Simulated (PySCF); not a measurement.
**Ni⁺ (nickel, charge +1): UHF calculation**

Configuration: [Ar] 3d8 4s1, 4s spin antiparallel (an excited configuration). All numbers are calculated (PySCF 2.14, the spin-free X2C one-electron Hamiltonian (Gaussian nucleus), in x2c-TZVPPall with one added diffuse shell each of s, p, d, f type (7s6p5d3f1g, 80 functions)).

* Total energy: -1518.812712 hartree
* One-electron energy: -2099.8413 hartree
* Hartree (Coulomb) energy: 643.3380 hartree
* Exchange energy: -62.3095 hartree
* ⟨S²⟩: 1.7562
* ⟨L²⟩: 12.024
* Sum of ⟨r⟩: 18.45 bohr
* Sum of ⟨r²⟩: 24.04 bohr²
* Langevin diamagnetic susceptibility: -19.0 ×10⁻⁶ cm³/mol

| shell | electrons | mean orbital energy (eV) | spread (eV) | rms radius, mean of both spins (bohr) |
| --- | --- | --- | --- | --- |
| 1s β | 1 | -8411.7 | 0 | 0.0624 |
| 1s α | 1 | -8411.6 | 0 | 0.0624 |
| 2s α | 1 | -1060.8 | 0 | 0.265 |
| 2s β | 1 | -1058.9 | 0 | 0.265 |
| 2p α | 3 | -910.09 | 0 | 0.238 |
| 2p β | 3 | -908.10 | 0 | 0.238 |
| 3s α | 1 | -147.55 | 0 | 0.795 |
| 3s β | 1 | -142.42 | 0 | 0.795 |
| 3p α | 3 | -102.05 | 0 | 0.849 |
| 3p β | 3 | -95.594 | 0 | 0.849 |
| 3d α | 5 | -28.747 | 1.506 | 1.10 |
| 3d β | 3 | -26.165 | 0 | 1.10 |
| 4s β | 1 | -15.803 | 0 | 2.89 |

With the s spin flipped the determinant is a mixture of two multiplicities, not a spectroscopic state.

Densities and radii are taken from the X2C orbitals without a picture-change correction, which distorts them close to the nucleus.

Spin-orbit constants ζ (cm⁻¹) from the X2C one-electron operator on these orbitals: bare nucleus, nucleus screened by l(l+1)(2l+1)/3 electrons, and screened by the Breit-Pauli mean field of the electrons.

```
shell   bare  screened nucleus  mean field
   2p  98200             91190       87960
   3p  12240             11370       10890
   3d   1167             750.5       679.4
```
